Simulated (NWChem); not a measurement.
# HfF4; SMILES [F][Hf]([F])([F])[F]

No frequency run checked for a minimum. def2 effective core potentials on Hf; no spin-orbit coupling.

Problem. Give the equilibrium geometry at PBE0/def2-SVP with def2 effective core potentials on Hf (NWChem) as a Z-matrix, with the point group.

Solution. point group Td; any orientation.
```
Hf
F 1 1.9039
F 1 1.9039 2 109.47
F 1 1.9039 2 109.47 3 -120.00
F 1 1.9039 2 109.47 4 -120.00
```
